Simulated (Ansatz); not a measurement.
Ga₅Sb₄H₁₆⁻, a cluster cut from zinc blende GaSb (hydrogen-capped), 25 atoms. Hardware: 2 threads of AMD EPYC 7R13 on a shared host and a share (18 GiB) of an NVIDIA H100 80GB HBM3.

In the def2 sets Sb takes a core potential; there is no spin–orbit coupling. Single mean-field runs in def2-TZVP are fitted with def2-universal-jkfit.

(1) How many basis functions does each of these Ansatz runs have, and roughly what does it cost? LC-ωPBE (ω = 0.10 bohr⁻¹)/def2-SVP, charge 0 doublet at the geometry of the charge -1 singlet, energy, from earlier orbitals; PBE0-D4/def2-SVP, charge -1 singlet, energy, from earlier orbitals; ωB97X-V/def2-TZVP, charge -1 singlet, energy, from earlier orbitals; PBE-D4/def2-TZVP, charge -1 triplet at the geometry of the charge -1 singlet, energy, from earlier orbitals; LC-ωPBE (ω = 0.10 bohr⁻¹)/def2-SVP, charge -1 singlet, energy, from earlier orbitals; PBE0-D4/def2-TZVP, charge -1 singlet, energy, from earlier orbitals; PBE0-D4/def2-TZVP, charge -1 triplet at the geometry of the charge -1 singlet, energy; r2SCAN-D4/def2-SVP, charge -1 singlet, relaxation, 8 steps; LC-ωPBE (ω = 0.20 bohr⁻¹)/def2-SVP, charge 0 doublet at the geometry of the charge -1 singlet, energy, from earlier orbitals; LC-ωPBE (ω = 0.30 bohr⁻¹)/def2-SVP, charge 0 doublet at the geometry of the charge -1 singlet, energy, from earlier orbitals; PBE-D4/def2-SVP, charge -1 singlet, energy, from earlier orbitals; PBE-D4/def2-TZVP, charge 0 doublet at the geometry of the charge -1 singlet, energy, from earlier orbitals.

Answers

(1) Other jobs shared the machine, so times can vary by a factor of up to 3.

| run | functions | fitting or Cholesky vectors | wall time | peak host memory (GiB) |
| --- | --- | --- | --- | --- |
| PBE-D4/def2-SVP, charge -1 singlet, energy, from earlier orbitals | 344 | 3967 | 3.7 s | 1.1 |
| PBE0-D4/def2-TZVP, charge -1 singlet, energy, from earlier orbitals | 536 | 2490 | 4.1 s | 1 |
| LC-ωPBE (ω = 0.10 bohr⁻¹)/def2-SVP, charge -1 singlet, energy, from earlier orbitals | 344 | 3967 | 4.9 s | 1.1 |
| PBE0-D4/def2-SVP, charge -1 singlet, energy, from earlier orbitals | 344 | 3777 | 6 s | 1.1 |
| ωB97X-V/def2-TZVP, charge -1 singlet, energy, from earlier orbitals | 536 | 2490 | 13 s | 1.2 |
| PBE-D4/def2-TZVP, charge 0 doublet at the geometry of the charge -1 singlet, energy, from earlier orbitals | 536 | 2490 | 18 s | 1.2 |
| PBE-D4/def2-TZVP, charge -1 triplet at the geometry of the charge -1 singlet, energy, from earlier orbitals | 536 | 2490 | 19 s | 1.2 |
| LC-ωPBE (ω = 0.30 bohr⁻¹)/def2-SVP, charge 0 doublet at the geometry of the charge -1 singlet, energy, from earlier orbitals | 344 | 3967 | 20 s | 1.2 |
| LC-ωPBE (ω = 0.20 bohr⁻¹)/def2-SVP, charge 0 doublet at the geometry of the charge -1 singlet, energy, from earlier orbitals | 344 | 3967 | 27 s | 1.2 |
| LC-ωPBE (ω = 0.10 bohr⁻¹)/def2-SVP, charge 0 doublet at the geometry of the charge -1 singlet, energy, from earlier orbitals | 344 | 3967 | 32 s | 1.2 |
| r2SCAN-D4/def2-SVP, charge -1 singlet, relaxation, 8 steps | 344 | 3967 | 33 s | 1.1 |
| PBE0-D4/def2-TZVP, charge -1 triplet at the geometry of the charge -1 singlet, energy | 536 | 2490 | 35 s | 1.2 |
